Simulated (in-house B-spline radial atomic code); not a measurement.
## Response and correlation of P¹¹⁺

Closed shell [He] 2s2. Computed with an all-electron radial atomic-structure program (B-spline basis): Dirac-Hartree-Fock, relativistic RPA (time-dependent Dirac-Hartree-Fock) for the response and second-order many-body perturbation theory for correlation, no-pair Dirac-Coulomb Hamiltonian, finite nucleus.

Command:
```bash
python run_mb.py task.json out
```
Settings (nuclear radius in fm, box in bohr, cutoff in hartree):
```
basis_form          2
Z                   15
core_configuration  [He] 2s2
rms_radius          3.1889
mass_number         31
speed_of_light      137.036
box_radius          6.164
lmax                7
intervals           61
virtual_cutoff      5625.0
```

Cost of the run: 1.1 s on 1 thread of AMD EPYC 7571 (shared host).

```tsv
multipole (bohr³, bohr⁵, bohr⁷)	uncoupled	coupled RPA
dipole	0.083047	0.11628
quadrupole	0.0050698	?
octupole	0.0015588	0.0016543
```

(1) What is the coupled quadrupole polarisability?

(2) Which subshells carry the dipole polarisability?

(3) What does the dipole shielding factor come to?

Dipole polarisability at imaginary frequency:

```tsv
u (Eh)	α(iu) (bohr³)
0	0.1163
2.08	0.04271
6.24	0.01106
12.5	0.005129
20.8	0.002755
41.6	0.001039
83.1	0.000363
208	7.813e-05
```

(4) What dispersion coefficients follow for two such ions (the dispersion part alone)?

Lowest J = 1 odd-parity excitations:

| energy (eV) | oscillator strength | leading channel | weight |
| --- | --- | --- | --- |
| 14.872 | 4.47e-05 | 2s1/2 → p1/2 | 0.694 |
| 39.924 | 0.236 | 2s1/2 → p3/2 | 0.693 |
| 328.38 | 0.00575 | 2s1/2 → p1/2 | 0.751 |
| 330.36 | 0.618 | 2s1/2 → p3/2 | 0.751 |
| 429.67 | 0.00209 | 2s1/2 → p1/2 | 0.766 |
| 430.36 | 0.165 | 2s1/2 → p3/2 | 0.766 |
| 475.83 | 0.00101 | 2s1/2 → p1/2 | 0.772 |
| 476.16 | 0.0705 | 2s1/2 → p3/2 | 0.772 |

Second-order correlation energy by the highest angular momentum of the excited pair (hartree): s -0.01595, p -0.1289, d -0.01088, f -0.002882, g -0.001048, h -0.000461, i -0.0002332, k -0.000119.

(5) What is the second-order correlation energy at the partial-wave limit?

Results:

(1) 0.0055133 atomic units, +9 % against the uncoupled value.

(2) 2s1/2 100.1 %, 1s1/2 -0.1 %.

(3) The dipole shielding factor is 0.267, against the exact N/Z = 4/15 = 0.267 of the non-relativistic theorem.

(4) C6 = (3/π)∫α(iu)²du = 0.01653 hartree·bohr⁶ and C8 = 0.007776 hartree·bohr⁸.

(5) The listed waves sum to -0.16045 hartree; extrapolating the increments as (l + 1/2)⁻⁴ gives -0.16069 hartree, -1.09 eV per electron.
